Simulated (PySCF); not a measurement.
CH3F3Ti, SMILES [F][Ti]([CH3])([F])[F], multiplicity 1.

The structure is a stationary point at PBE-D3(BJ)/def2-SVP. The spin state was assumed, not searched. The structure was generated by enumeration; whether it is a known compound was not checked.

Computed with PBE-D3(BJ)/def2-SVP (PySCF 2.14.0).

Frequencies are harmonic and unscaled.

Modes within 1.5 cm⁻¹ of each other (mostly degenerate sets) share a row, with their intensities summed.

Computed vibrational spectrum:
```
mode   ν (cm⁻¹)  IR (km/mol)  moving atoms (share of kinetic energy)
-----  --------  -----------  --------------------------------------
1           101          0.0                                  H 98 %
2–3         162          0.0                  F 49 %, C 26 %, H 21 %
4           194         13.7                 F 60 %, Ti 26 %, C 11 %
5–6         197         13.7                         F 82 %, Ti 16 %
7–8         522          8.0                          H 78 %, C 18 %
9           546         48.4                 C 55 %, Ti 22 %, H 19 %
10          718         79.5                         F 87 %, Ti 12 %
11–12       811        350.3                         F 59 %, Ti 39 %
13         1094          6.6                          H 77 %, C 22 %
14–15      1335         15.3                                  H 94 %
16         2954          1.5                                  H 98 %
17–18      3073          2.1                           H 91 %, C 9 %
```
